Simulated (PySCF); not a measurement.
# Fine-structure interval of Hf³⁷⁺ by level of theory

Hf³⁷⁺ [Ar] 3d10 4s2 4p5 [4p1/2^2 4p3/2^3, M_J = 3/2] → Hf³⁷⁺ [Ar] 3d10 4s2 4p5 [4p1/2^1 4p3/2^4, M_J = 1/2], as a difference of total energies. All numbers are calculated (PySCF 2.14, the two-component X2C-1e Hamiltonian, in an uncontracted even-tempered set (17 s from 4.1 bohr⁻², ratio 2.8; 14 p from 5.4 bohr⁻², ratio 2.8; 8 d from 9.5 bohr⁻², ratio 2.8; 4 f from 26 bohr⁻², ratio 3)). Correlated levels: [Ne] frozen; the 80 highest virtual spinors dropped. "Screened" scales the spin-orbit matrix elements by Boettger's factors to mimic the two-electron term; Breit and QED terms are absent.

```json
{"method": "GHF (screened spin-orbit)", "fine-structure interval (cm⁻¹)": "659280"}
{"method": "GMP2 (screened spin-orbit)", "fine-structure interval (cm⁻¹)": "659210"}
{"method": "GHF (bare spin-orbit)", "fine-structure interval (cm⁻¹)": "680100"}
```
